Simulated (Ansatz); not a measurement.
H2PbS (SMILES [SH][PbH]) moved off its minimum; all values from Ansatz (a first-principles code), cores frozen in correlated methods. Elements past Kr take the def2 small-core potentials, without spin–orbit coupling.
(charge 0, multiplicity 1)
```xyz
4

Pb    -0.00822    -0.40445     0.34908
H      0.96710    -1.39700    -0.97225
S      0.25025     1.69969    -1.26905
H     -0.48874     2.43797    -0.44329
```

Forces at HF/def2-TZVPP (eV/Å):

```csv
atom,Fx,Fy,Fz
Pb1,0.659,0.429,-1.509
H2,-0.416,0.278,0.689
S3,-0.318,-0.880,0.984
H4,0.076,0.173,-0.164
```

### Question
Give the forces (eV/Å), the total energy and the dipole at CCSD(T)/def2-TZVPPD.

### Answer

```tsv
atom	Fx	Fy	Fz
Pb1	0.409	0.531	-1.100
H2	-0.242	0.178	0.414
S3	-0.051	-0.961	0.569
H4	-0.116	0.251	0.118
```
Energy -590.8625 hartree, dipole 3.57 D.
